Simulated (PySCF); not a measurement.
C₂F₅, SMILES F[C](F)C(F)(F)F, multiplicity 2. Atoms are numbered in the order given.

```xyz
7

F      1.5009    -0.0020    -1.0899
C      0.8656     0.3543     0.0000
F      1.5009    -0.0020     1.0899
C     -0.6078     0.0200     0.0000
F     -0.8115    -1.2996     0.0000
F     -1.1811     0.5270     1.0818
F     -1.1811     0.5270    -1.0818
```
Charge 0, spin multiplicity 2.

Geometry optimised at PBE0-D3(BJ)/def2-SVP.

Computed with PBE0/def2-TZVP run with PySCF.

ESP charges are fitted to the potential on shells at 1.4 to 2.0 van der Waals radii. Atomic charges (e):

```csv
atom,ESP fit,meta-Löwdin,Mulliken spin
F1,-0.06,-0.21,0.06
C2,0.10,0.44,0.85
F3,-0.06,-0.21,0.06
C4,0.38,0.76,0.01
F5,-0.11,-0.26,0.03
F6,-0.13,-0.25,0.00
F7,-0.13,-0.25,0.00
```

Problem. Give the Mayer and Wiberg (Löwdin basis) orders of the bonds. (Estimate from the structure and the level; the computed values follow.)

Solution. 
| bond | Mayer | Wiberg |
|---|---|---|
| F1–C2 | 1.15 | 1.91 |
| C2–F3 | 1.15 | 1.91 |
| C2–C4 | 0.98 | 1.18 |
| C4–F5 | 1.14 | 1.78 |
| C4–F6 | 1.16 | 1.80 |
| C4–F7 | 1.16 | 1.80 |
